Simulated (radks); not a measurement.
The rubidium ion Rb+ inside a hard spherical wall (all orbitals vanish at R), configuration held at [Kr] and not refilled when levels cross. Method: scalar-relativistic Kohn-Sham, PBE, spin-polarised, spherical densities, finite nucleus; Fermi nuclear charge, rms radius 4.2036 fm; computed with a radial shooting solver on a logarithmic mesh with Libxc functionals. Eigenvalues in eV for spin up, with the zero of energy where the potential of the charges vanishes at infinity; a dash marks a level that is unbound or too diffuse for the functional's potential to be trusted. A positive occupied level is held by the wall or, in an anion where self-interaction has pushed it up, behind a barrier. The pressure on the wall is -dE/dV.

| R (bohr) | E (hartree) | kinetic (hartree) | e(3p) | e(3d) | e(4s) | e(4p) | e(5s, empty) | e(4d, empty) | pressure (GPa) |
|---|---|---|---|---|---|---|---|---|---|
| free | -2981.01640 | 3052.994 | -230.66 | -109.74 | -37.630 | -21.651 | - | - | 0 |
| 20 | -2981.01640 | 3052.994 | -230.66 | -109.74 | -37.630 | -21.651 | - | - | < 0.0001 |
| 12 | -2981.01640 | 3052.994 | -230.66 | -109.74 | -37.630 | -21.651 | - | - | < 0.0001 |
| 10 | -2981.01640 | 3052.994 | -230.66 | -109.74 | -37.630 | -21.651 | -6.008 | -3.697 | < 0.0001 |
| 7 | -2981.01629 | 3052.996 | -230.65 | -109.74 | -37.624 | -21.645 | -5.364 | -3.328 | 0.0118 |
| 6 | -2981.01535 | 3053.007 | -230.60 | -109.69 | -37.588 | -21.608 | -4.281 | -2.839 | 0.154 |
| 5 | -2981.00666 | 3053.091 | -230.30 | -109.39 | -37.362 | -21.373 | -1.352 | -1.659 | 2.01 |
